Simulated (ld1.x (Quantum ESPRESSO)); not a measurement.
**Configuration tests for neon (RRKJ)**

```json
{
  "Element": "Ne (Z = 10)",
  "Generator": "ld1.x (Quantum ESPRESSO) 7.5",
  "Type": "norm-conserving RRKJ (Kleinman–Bylander form)",
  "Functional": "PBE",
  "Relativity": "scalar-relativistic",
  "Frozen core": "[He]",
  "Valence charge": "8",
  "Reference configuration": "2s2 2p6",
  "Partial waves": "2s (bound): rc 0.60 bohr; 2p (bound): rc 0.80 bohr",
  "Local potential": "the p channel",
  "Core correction": "Bessel-smoothed model core inside 0.60 bohr"
}
```

Energies are relative to the spin-unpolarised reference configuration 2s2 2p6; without spin polarisation the order of configurations can differ from experiment.

| valence configuration | charge | ΔE all-electron (eV) | error AE − PS (meV) |
| --- | --- | --- | --- |
| 2s2 2p5 | +1 | 22.475 | -5.4 |
| 2s2 2p4 | +2 | 65.744 | -13 |
| 2s2 2p3 | +3 | 133.174 | +6.1 |
| 2s1 2p6 | +1 | 45.883 | -1.5 |
| 2s2 2p2 | +4 | 227.803 | +134 |

(1) What are ΔE and the potential's error for 2s2 2p5.5?

## Answers

(1) ΔE = 8.868 eV all-electron; the error (AE − PS) is -1.8 meV.
